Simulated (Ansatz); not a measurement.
Species: H2GeSe, SMILES `[GeH2]=[Se]` with one electron removed (charge 1, multiplicity 2), formula H₂GeSe.

Question: How many basis functions does frozen-core CCSD(T)/def2-TZVPP // r2SCAN-D4/def2-TZVP run with Ansatz (a first-principles code) use, how many core orbitals are frozen, and how many electrons are correlated?

Answer: 124 basis functions and 18 frozen orbitals, which leaves 31 correlated electrons (filled d shells below the valence shell are correlated). Core time is of the order of minutes.
